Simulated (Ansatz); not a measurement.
`C[Si](C)(C)[Sn]([Cl])([Cl])[Cl]` + `C[Si](C)(C)O` → `C[Si](C)(C)O[Si](C)(C)C` + `[Cl][SnH]([Cl])[Cl]`  (cleavage of the Si–Sn bond)

Program: Ansatz. Geometries: PBE0-D4/def2-TZVP. ΔE: electronic, gas phase. CCSD(T)/CBS adds triple-zeta CCSD(T) − MP2 to the extrapolated MP2 energy (def2 sets, frozen cores). DFT in def2-TZVPP. Elements past krypton have def2 core potentials. For Sn outer-core shells are correlated without core-valence functions, which leaves a few kJ/mol of doubt a bond. Each species was taken in one conformer, which may not be the lowest.

```tsv
level	ΔE (kcal/mol)
BLYP-D4	-11.4
CCSD/CBS(def2)	-14.8
```

**Question.** What does CCSD(T)/CBS give? (Estimate.)

**Answer.** Ansatz gave: -13.8 kcal/mol. The listed levels differ from it by 2.4, -1.0 kcal/mol.

Largest T1 diagnostic among the species: 0.011.

In def2-TZVPP, CCSD(T) changes the Hartree–Fock value by +6.1 kcal/mol (the triples alone add +1.0 kcal/mol) and MP2 by +8.1 kcal/mol. From PBE to PBE0 (25 % exact exchange), in def2-TZVPP and without D4, ΔE moves by −2.8 kcal/mol.

CCSD(T)/CBS has its own doubt, a few kJ/mol and more with outer-core shells, so smaller differences from it don't rank the levels.
